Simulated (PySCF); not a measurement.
**Atomic charges by several schemes**

Compound: C3H7NO2Si.
Structure used (GFN2-xTB), in Å, numbered top down from 1:
```
atom  x, y, z in Å
C1     2.3515    0.6654    0.1685
C2     1.1231    0.1775    0.1340
C3     0.7148   -1.1284   -0.5174
O4    -0.6670   -1.2949   -0.3586
Si5   -1.3198   -0.0808    0.5219
N6    -2.4594    0.8048   -0.4099
O7     0.0629    0.8005    0.6948
H8     2.5671    1.5987    0.6533
H9     3.1638    0.1376   -0.2938
H10    0.9537   -1.1214   -1.5856
H11    1.2345   -1.9703   -0.0463
H12   -1.7088   -0.5646    1.8400
H13   -2.7778    1.6830   -0.0351
H14   -3.2392    0.2924   -0.7879
```

Density: PBE0/pcSseg-1 (PySCF); schemes: Mulliken, IAO, Hirshfeld and ESP-fitted. Geometry: GFN2-xTB, one conformer, isolated molecule.

Q: Atoms with like bonding are taken together and averaged. Which atoms carry the lowest charge in the Mulliken, IAO, Hirshfeld and ESP-fitted schemes?

A: The schemes don't all agree: Mulliken O4 (-0.615); IAO N6 (-0.854); Hirshfeld N6 (-0.313); ESP-fitted N6 (-0.972).

Q: Which atoms carry the highest charge in the Mulliken, IAO, Hirshfeld and ESP-fitted schemes?

A: All schemes agree: Mulliken Si5 (+1.063); IAO Si5 (+1.422); Hirshfeld Si5 (+0.499); ESP-fitted Si5 (+0.998).

Q: Give the atomic charges in each scheme.

A: In e; atoms taken as equivalent share a row and are averaged (×n: the atom named and its like, n in all):

```tsv
atom	environment	Mulliken	IAO	Hirshfeld	ESP-fitted
C1	terminal =CH2 carbon	-0.169	-0.418	-0.160	-0.771
C2	vinylic carbon bearing oxygen	-0.013	+0.193	+0.071	+0.366
C3	sp3 carbon bound to oxygen	+0.148	-0.079	+0.005	+0.028
O4	silyl ether oxygen	-0.615	-0.657	-0.246	-0.475
Si5	oxygen-bound silicon	+1.063	+1.422	+0.499	+0.998
N6	silicon-bound nitrogen	-0.604	-0.854	-0.313	-0.972
O7	silyl ether oxygen	-0.568	-0.594	-0.209	-0.413
H8	vinylic hydrogen	+0.117	+0.162	+0.043	+0.262
H9	vinylic hydrogen	+0.105	+0.151	+0.043	+0.235
H10	methylene hydrogen	+0.143	+0.159	+0.051	+0.100
H11	methylene hydrogen	+0.140	+0.153	+0.048	+0.075
H12	Si–H hydrogen	-0.145	-0.185	-0.083	-0.181
H13/H14	N–H hydrogen	+0.200	+0.273	+0.126	+0.374
```

Mean size of the charges over all atoms: ESP-fitted 0.402 e, IAO 0.398 e, Mulliken 0.302 e, Hirshfeld 0.144 e. Each set sums to the total charge, 0, to within 0.001 e. The Mulliken scheme counts on each atom the diagonal of the density matrix times the overlap matrix over that atom's basis functions. The IAO scheme counts the electrons in orthogonalised intrinsic atomic orbitals, a minimal basis polarised so that it spans the occupied orbitals exactly.

Q: How many electrons does the Hirshfeld scheme count on Si5?

A: Z − q = 14 − (+0.499) ≈ 13.500.

Q: How closely do the schemes follow one another over all atoms?

A: Correlation coefficient and root-mean-square difference: IAO with Hirshfeld 1.00, 0.343 e; Mulliken with Hirshfeld 0.98, 0.229 e; Mulliken with IAO 0.97, 0.162 e; Hirshfeld with ESP-fitted 0.95, 0.323 e; IAO with ESP-fitted 0.94, 0.184 e; Mulliken with ESP-fitted 0.88, 0.240 e.

Q: Sum the charges by element, for elements with more than one atom.

A: 
```csv
element,atoms,Mulliken,IAO,Hirshfeld,ESP-fitted
C,3,-0.034,-0.304,-0.084,-0.377
O,2,-1.183,-1.251,-0.455,-0.888
H,7,+0.759,+0.986,+0.353,+1.239
```
